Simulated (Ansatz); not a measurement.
A nudged elastic band was laid between two geometries of CH5BFN + H2 (11 atoms, charge 0, multiplicity 1).

The calculation used RKS B3LYP-D4/6-31G* (Ansatz).

```yaml
movable_images: 5
climbing_image: yes
spring: 5.0 eV/Å²
optimiser: quadratic models (default)
start_path: through a guess of the saddle point
force_threshold: 0.05 eV/Å
iteration_limit: 60
end_points: relaxed
```

Initial state:

```xyz
11
Properties=species:S:1:pos:R:3
B 0.057 -0.210 -0.372
F 0.142 -0.034 0.970
N 1.258 -0.413 -1.065
H 2.156 -0.430 -0.601
H 1.302 -0.553 -2.063
C -1.361 -0.171 -1.055
H -2.016 -0.941 -0.628
H -1.853 0.791 -0.862
H -1.330 -0.321 -2.140
H 0.102 2.734 2.500
H 0.102 2.073 2.161
```

Final state:

```xyz
11
Properties=species:S:1:pos:R:3
B 0.148 0.544 -0.559
F -0.325 0.552 2.260
N 1.303 -0.170 -0.866
H 1.285 -1.087 -1.296
H 2.237 0.156 -0.658
C -1.305 0.025 -0.853
H -1.339 -0.951 -1.353
H -1.849 -0.063 0.097
H -1.868 0.741 -1.466
H 0.323 1.630 -0.049
H -0.051 1.148 1.586
```

Which bonds break or form, and what moves?

Bonds broken: B1–F2, H10–H11. Bonds formed: B1–H10, F2–H11. CH5BFN + H2 becomes CH6BN + FH.

What energy profile does the band end with?

The forces met the threshold. The highest image is number 5 of 0 to 6, 1.59 eV above the first end and 0.06 eV above the last; the last end lies 1.53 eV above the first. A vibrational analysis at the climbing image gives one clearly imaginary mode, 160i cm⁻¹: a first-order saddle point. The orbitals stay closed-shell, which can raise the energy where a bond breaks towards radicals; this wasn't checked here.

| image | path coordinate (Å) | energy (eV) | B1–F2 (Å) | H10–H11 (Å) | B1–H10 (Å) |
| --- | --- | --- | --- | --- | --- |
| 0 | 0.00 | 0.00 | 1.36 | 0.74 | 4.11 |
| 1 | 1.72 | 0.05 | 1.35 | 0.74 | 3.26 |
| 2 | 3.44 | 0.78 | 1.35 | 0.74 | 2.54 |
| 3 | 5.15 | 1.09 | 1.42 | 0.77 | 2.02 |
| 4 | 6.87 | 1.53 | 2.85 | 1.75 | 1.21 |
| 5 | 8.59 | 1.59 | 2.80 | 1.75 | 1.21 |
| 6 | 10.32 | 1.53 | 2.86 | 1.74 | 1.21 |

What is the geometry of the highest image?


```xyz
11
Properties=species:S:1:pos:R:3:forces:R:3
B 0.110 0.606 -0.505 0.00 0.00 0.00
F -0.168 0.212 2.250 0.00 0.00 0.00
N 1.272 -0.036 -0.930 0.00 0.00 0.00
H 1.266 -0.907 -1.446 0.00 0.00 0.00
H 2.202 0.299 -0.722 0.00 0.00 0.00
C -1.334 0.059 -0.829 0.00 0.00 0.00
H -1.468 -0.956 -0.431 0.00 0.00 0.00
H -2.132 0.680 -0.411 0.00 0.00 0.00
H -1.499 -0.002 -1.914 0.00 0.00 0.00
H 0.285 1.640 0.103 0.00 0.00 0.00
H 0.027 0.932 1.677 0.00 0.00 0.00
```

What are the harmonic wavenumbers there?

160i, 47, 100, 256, 339, 354, 470, 543, 568, 813, 838, 853, 1026, 1049, 1172, 1352, 1432, 1501, 1510, 1676, 2513, 3035, 3089, 3125, 3579, 3673, 3847 cm⁻¹.

Time of the run: 4.6 min on 1 thread of Arm Neoverse V2, on a shared host, peak memory 0.16 GiB.
